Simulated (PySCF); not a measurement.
## Dipole response of Os³⁺ (osmium, charge +3)

[Xe] 4f14 5d5, high-spin 6S determinant. Computed with PySCF 2.14 in aug-cc-pVTZ-PP with ECP60MDF (6s6p5d3f2g, 88 functions), with a scalar-relativistic core potential. Coupled (time-dependent) response in atomic units; α is the mean over directions.

```
method  mean α (bohr³)  C₆ (like pair)  S(−4)
   UHF           6.569           35.26  9.153
   PBE           7.136           38.62  12.08
  PBE0           6.920           37.36  10.88
```

S(−4) is the Cauchy moment in α(ω) = α(0) + S(−4) ω² + …

α(iu) at PBE:

```
u (hartree)  α(iu) (bohr³)
          0          7.136
     0.0500          7.106
      0.100          7.019
      0.200          6.704
      0.300          6.274
      0.500          5.343
      0.750          4.335
       1.00          3.550
       1.50          2.468
       2.00          1.790
       3.00          1.040
       5.00         0.4597
```

For an ion, C₆ is the dispersion term alone; charge-induced terms of lower order in 1/R come first.

Energies and moments cover only the electrons outside the core potential. Spin-orbit coupling, which splits the p, d and f shells strongly at this Z, is absent.
